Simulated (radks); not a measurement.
The hafnium ion Hf2+ inside a hard spherical wall (all orbitals vanish at R), configuration held at [Xe] 4f14 5d2 and not refilled when levels cross. Method: scalar-relativistic Kohn-Sham, PBE, spin-unpolarised, spherical densities, finite nucleus; Fermi nuclear charge, rms radius 5.347 fm; computed with a radial shooting solver on a logarithmic mesh with Libxc functionals. Eigenvalues in eV, with the zero of energy where the potential of the charges vanishes at infinity; a dash marks a level that is unbound or too diffuse for the functional's potential to be trusted. A positive occupied level is held by the wall or, in an anion where self-interaction has pushed it up, behind a barrier. The pressure on the wall is -dE/dV.

R (bohr)  E (hartree)  kinetic (hartree)    e(5s)    e(5p)    e(4f)  e(6s, empty)    e(5d)  e(6p, empty)  pressure (GPa)
free      -15075.3470          16512.294  -82.055  -50.627  -31.913       -17.496  -16.705       -12.016               0
15        -15075.3470          16512.294  -82.055  -50.627  -31.913       -17.496  -16.705       -12.016        < 0.0001
8         -15075.3469          16512.296  -82.044  -50.616  -31.901       -17.480  -16.694       -11.916         0.00872
7         -15075.3462          16512.302  -82.004  -50.579  -31.862       -17.413  -16.657       -11.667          0.0629
6         -15075.3429          16512.328  -81.857  -50.440  -31.712       -17.121  -16.507       -10.885           0.436
3.5       -15075.1069          16513.556  -78.578  -47.331  -28.160        -5.444  -11.663         7.870            83.5
3         -15074.7112          16515.611  -75.590  -44.259  -24.655         7.730   -6.477        25.741             345
2.5       -15073.3855          16522.237  -68.672  -36.478  -16.407        38.784    5.787        64.409            1780
1.5       -15042.8149          16641.934   21.205   71.315   64.137        369.81   146.87        429.74          111000
